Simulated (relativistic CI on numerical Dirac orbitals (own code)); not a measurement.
Bi73+: computed level list

Computed by Dirac-Coulomb-Breit CI, separate exchange-only KLI orbitals for each configuration, model QED (radiative potential, 1s self-energy scaled to tabulated hydrogen-like ionisation energies), unscaled Slater integrals (own radial code, finite nucleus).

Configuration list (outside the closed core 1s2): 2s2.2p6, 2s2.2p5.3s, 2s2.2p5.3p, 2s2.2p5.3d, 2s.2p6.3s, 2s.2p6.3p, 2s.2p6.3d, 2s2.2p5.4s, 2s2.2p5.4p, 2s2.2p5.4d, 2s2.2p5.4f, 2s2.2p4.3s2, 2s2.2p4.3s.3p, 2s2.2p5.5s, 2s2.2p5.5p, 2s2.2p4.3s.3d, 2s.2p6.4s, 2s2.2p4.3p2, 2s2.2p5.5d, 2s2.2p5.5f, 2s2.2p5.5g, 2s.2p6.4p, 2s2.2p4.3p.3d, 2s.2p6.4d, 2s.2p6.4f, 2s.2p5.3s2, 2s2.2p4.3d2, 2s.2p5.3s.3p, 2s.2p5.3s.3d, 2s.2p5.3p2, 2s.2p6.5s, 2s.2p5.3p.3d, 2s.2p6.5p, 2s.2p6.5d, 2s.2p6.5f, 2s.2p6.5g. Levels of other configurations are missing.

```tsv
No.	Configuration	Term	J	E (eV)	%	Lifetime (s)	jj configuration (%)
1	2s2.2p6	1S	0	0.0	100		closed (100)
2	2s2.2p5.3s	3P°	2	10493.8	100	7.96e-11	2p3/2^3 3s (100)
3	2s2.2p5.3s	1P°	1	10504.0	66	3.61e-15	2p3/2^3 3s (100)
4	2s2.2p5.3p	3P	1	10673.8	50	6.57e-12	2p3/2^3 3p1/2 (100)
5	2s2.2p5.3p	3D	2	10675.0	50	5.15e-13	2p3/2^3 3p1/2 (100)
6	2s2.2p5.3p	3D	3	11330.5	100	2.01e-13	2p3/2^3 3p3/2 (100)
7	2s2.2p5.3p	1P	1	11331.3	56	2.07e-13	2p3/2^3 3p3/2 (100)
8	2s2.2p5.3p	3P	2	11346.1	67	1.41e-13	2p3/2^3 3p3/2 (100)
9	2s2.2p5.3p	1S	0	11413.7	64	1.50e-13	2p3/2^3 3p3/2 (100)
10	2s2.2p5.3d	3P°	0	11515.1	100	2.82e-13	2p3/2^3 3d3/2 (100)
11	2s2.2p5.3d	3F°	3	11525.7	54	2.73e-13	2p3/2^3 3d3/2 (100)
12	2s2.2p5.3d	3P°	1	11526.5	63	4.83e-15	2p3/2^3 3d3/2 (99)
13	2s2.2p5.3d	3D°	2	11536.1	54	2.62e-13	2p3/2^3 3d3/2 (100)
14	2s2.2p5.3d	3F°	4	11669.4	100	3.46e-12	2p3/2^3 3d5/2 (100)
15	2s2.2p5.3d	1D°	2	11678.2	48	1.60e-12	2p3/2^3 3d5/2 (100)
16	2s2.2p5.3d	3D°	3	11689.7	71	3.20e-12	2p3/2^3 3d5/2 (100)
17	2s2.2p5.3d	1P°	1	11722.4	63	2.20e-16	2p3/2^3 3d5/2 (99)
18	2s2.2p5.3s	3P°	0	12867.8	100	6.60e-12	2p1/2 2p3/2^4 3s (100)
19	2s2.2p5.3s	3P°	1	12871.2	66	1.38e-14	2p1/2 2p3/2^4 3s (100)
20	2s2.2p5.3p	3D	1	13041.1	74	5.34e-12	2p1/2 2p3/2^4 3p1/2 (100)
21	2s2.2p5.3p	3P	0	13100.4	64	1.34e-12	2p1/2 2p3/2^4 3p1/2 (100)
22	2s.2p6.3s	3S	1	13448.6	99	1.46e-14	2s 3s (99)
23	2s.2p6.3s	1S	0	13492.7	100	1.56e-14	2s 3s (100)
24	2s.2p6.3p	3P°	1	13632.7	67	1.11e-15	2s 3p1/2 (100)
25	2s.2p6.3p	3P°	0	13633.8	100	1.48e-14	2s 3p1/2 (100)
26	2s2.2p5.3p	3D	2	13709.4	50	1.33e-13	2p1/2 2p3/2^4 3p3/2 (100)
27	2s2.2p5.3p	3P	1	13711.2	50	1.62e-13	2p1/2 2p3/2^4 3p3/2 (99)
28	2s2.2p5.3d	3F°	2	13900.0	74	2.57e-13	2p1/2 2p3/2^4 3d3/2 (100)
29	2s2.2p5.3d	3D°	1	13926.6	49	3.62e-16	2p1/2 2p3/2^4 3d3/2 (100)
30	2s2.2p5.3d	3P°	2	14051.8	47	1.25e-12	2p1/2 2p3/2^4 3d5/2 (100)
```

Energies count from the lowest computed level; ° marks odd parity; lifetimes are radiative, by E1, M1, E2, M2, E3 decay to levels of this space only. Filled j subshells are mostly left out of the jj labels.

The mean weight of the leading LS term, summed over parents, in these 30 levels is 71 %, and that of the leading jj configuration (from the same eigenvectors) 100 %, so jj coupling describes them better and the LS labels are nominal.

At this charge energies of transitions that change n are usually good to better than 1 %, and those within a shell (Δn = 0) to a few per cent.

LS names give the leading component of a level, which can be under half, so a name can repeat, a term be missing and a line seem to break the LS rules.
